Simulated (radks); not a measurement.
Zn2+, 28 electrons, occupied as [Ar] 3d10.

All-electron calculation, Dirac Kohn-Sham, PBE, spin-unpolarised, spherical densities, point nucleus. Program: a radial shooting solver on a logarithmic mesh with Libxc functionals.

Energy parts (eV):
total: -48845.608
kinetic: 49753.445
electron-nucleus: -117263.436
Hartree: 20600.190
exchange-correlation: -1935.806

Orbitals (lengths in bohr, moments of r in powers of bohr; r(max) is where P^2 peaks):
\begin{tabular}{lrrrr}
orbital & occ. & eigenvalue (eV) & r(max) & <r^2> \\ \hline
1s1/2 & 2 & -9544.219 & 0.03291 & 0.003405 \\
2s1/2 & 2 & -1178.431 & 0.1893 & 0.06030 \\
2p1/2 & 2 & -1040.243 & 0.1502 & 0.04716 \\
2p3/2 & 4 & -1016.365 & 0.1530 & 0.04869 \\
3s1/2 & 2 & -150.0738 & 0.5885 & 0.5370 \\
3p1/2 & 2 & -106.3393 & 0.5874 & 0.5901 \\
3p3/2 & 4 & -103.2849 & 0.5956 & 0.6082 \\
3d3/2 & 4 & -31.0718 & 0.5654 & 1.011 \\
3d5/2 & 6 & -30.7087 & 0.5684 & 1.027 \\
\end{tabular}

The highest occupied level is 3d5/2 at -30.709 eV. Summed over all electrons, <r^2> = 15.31 bohr^2, which gives a Langevin (diamagnetic) susceptibility term of -12.1 x 10^-6 cm^3/mol. The density falls to 0.001 e/bohr^3 at r = 2.89 bohr.
